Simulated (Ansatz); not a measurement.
C4H4, SMILES C1=CC=C1.

The structure is a stationary point at PBE0-D3(BJ)/def2-SVP.

Two levels are set side by side: PBE/def2-SVPD (Ansatz, a quantum-chemistry and plane-wave program) and CAM-B3LYP/def2-SVPD (Ansatz). Energy differences of separate SCF runs at the same geometry; the states with an electron removed or added have multiplicity 2 and 2. Differences are taken from unrounded values.

```
quantity                            PBE
---------------------------------  ----
vertical ionisation energy (eV)    7.97
vertical singlet–triplet gap (eV)  1.23
```

Question: These are the PBE values. What does CAM-B3LYP give? (The exact figures need the calculation; the answer reports its results.)

Answer: 
```json
[
 {"quantity": "vertical ionisation energy (eV)", "CAM-B3LYP": "7.95", "PBE minus CAM-B3LYP": "0.01"},
 {"quantity": "vertical singlet–triplet gap (eV)", "CAM-B3LYP": "1.31", "PBE minus CAM-B3LYP": "-0.08"}
]
```
